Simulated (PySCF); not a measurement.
C3H8NO, SMILES C[NH+](C)C=O, charge +1.

Coordinates come from a ωB97X-D3(BJ)/def2-SVP optimisation. The isomer is the one that the SMILES or the coordinates give; other isomers of the formula were not compared. One conformer was computed; it need not be the lowest.

Level of theory: ωB97X-D3(BJ)/def2-SVP (PySCF).

Frequencies are harmonic and unscaled.

Estimate the vibrational spectrum. (An estimate is asked for; the answer gives what the named calculation found.)


| mode | ν (cm⁻¹) | IR (km/mol) | moving atoms (share of kinetic energy) |
|---|---|---|---|
| 1 | 77 | 11.0 | O 36 %, C 31 %, H 30 % |
| 2 | 193 | 0.1 | H 97 % |
| 3 | 236 | 1.1 | H 92 % |
| 4 | 307 | 8.2 | C 37 %, O 33 %, H 24 % |
| 5 | 361 | 1.4 | C 50 %, H 37 % |
| 6 | 418 | 0.9 | H 39 %, C 35 %, N 23 % |
| 7 | 645 | 2.6 | N 39 %, O 23 %, H 22 %, C 16 % |
| 8 | 791 | 56.7 | C 75 %, H 18 % |
| 9 | 899 | 80.2 | C 47 %, N 27 %, H 26 % |
| 10 | 977 | 10.5 | H 66 %, C 29 % |
| 11 | 1037 | 27.1 | H 55 %, C 27 %, N 17 % |
| 12 | 1051 | 0.9 | H 84 %, C 14 % |
| 13 | 1171 | 22.3 | H 49 %, C 25 %, N 24 % |
| 14 | 1183 | 3.6 | H 64 %, C 22 %, N 13 % |
| 15 | 1249 | 5.7 | H 58 %, C 24 %, N 18 % |
| 16 | 1355 | 24.0 | H 84 %, C 10 % |
| 17 | 1374 | 23.8 | H 79 %, N 11 % |
| 18 | 1409 | 14.5 | H 76 %, N 15 %, C 8 % |
| 19 | 1435 | 3.4 | H 87 %, C 11 % |
| 20 | 1465 | 3.8 | H 93 % |
| 21 | 1467 | 5.2 | H 89 %, C 11 % |
| 22 | 1475 | 25.9 | H 96 % |
| 23 | 1490 | 29.8 | H 96 % |
| 24 | 1492 | 72.6 | H 95 % |
| 25 | 1979 | 165.3 | C 54 %, O 41 % |
| 26 | 3099 | 0.1 | H 97 % |
| 27 | 3105 | 1.3 | H 91 %, C 9 % |
| 28 | 3113 | 0.5 | H 97 % |
| 29 | 3223 | 1.2 | H 90 %, C 10 % |
| 30 | 3231 | 2.2 | H 90 %, C 10 % |
| 31 | 3240 | 2.7 | H 90 %, C 10 % |
| 32 | 3243 | 2.7 | H 90 %, C 10 % |
| 33 | 3450 | 92.1 | H 93 % |
